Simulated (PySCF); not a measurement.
Zr(OH)3(H) (H₄O₃Zr), SMILES [OH][ZrH]([OH])[OH], multiplicity 1.

Coordinates come from a B3LYP-D3(BJ)/def2-SVP optimisation. The multiplicity is an assumed one; no other spin state was optimised. The structure was generated by enumeration; whether it is a known compound was not checked. The def2 effective core potentials stand for the cores of Zr; spin–orbit coupling is left out. The values are those of a single conformer.

Two levels are set side by side: PBE/def2-TZVPD (PySCF) and r2SCAN/def2-TZVPD (PySCF). Same geometry, gas phase. Differences are taken from unrounded values.

| quantity | r2SCAN | PBE | PBE minus r2SCAN |
|---|---|---|---|
| orbital gap (eV) | 5.66 | 5.10 | -0.56 |
| highest occupied level (eV) | -6.63 | -6.32 | 0.31 |
| lowest empty level (eV) | -0.96 | -1.22 | -0.25 |
| dipole moment (D) | 3.00 | 2.96 | -0.04 |
| mean polarisability (bohr³) | 59.1 | 61.9 | 2.8 |

Rough cost on one machine, each run with all the roots and properties that it gave: r2SCAN against PBE about 3 times.
